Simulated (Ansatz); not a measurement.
Input file for Ansatz (an electronic-structure program): R-B3LYP/def2-TZVPP on H2 (SMILES [H][H]).

Ansatz 0.2 input:
```yaml
crystal:
  periodic: [false, false, false]
  atoms:
    - {symbol: H, position_ang: [0.00000000, 0.00000000, 0.37198582]}
    - {symbol: H, position_ang: [-0.00000000, -0.00000000, -0.37198582]}
basis:
  gaussian:
    orbitals: def2-TZVPP
hamiltonian:
  xc: {name: B3LYP}
scf: {lower_state_search: off}
```

### Question
Predict the final total energy.

### Answer
-1.1800 hartree.
